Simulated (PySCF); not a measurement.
**Electron correlation in Au (gold, neutral)**

[Xe] 4f14 5d10 6s1, 2S determinant. Calculation: PySCF 2.14, in def2-TZVPPD with the def2 core potential (60 electrons) (6s5p3d2f1g, 59 functions); scalar relativity through the core potential. Frozen: 5s2 5p6; 11 electrons correlated.

```
  level  correlation energy (mhartree)
   CCSD                        -342.65
    (T)                         -13.96
CCSD(T)                        -356.61
```

Diagnostics: T1 = 0.013, D1 = 0.0568, largest double amplitude 0.021.

Problem. Is a single reference adequate?

Solution. Yes, within this model without spin-orbit coupling: T1 lies below 0.03 and no double amplitude reaches 0.07.
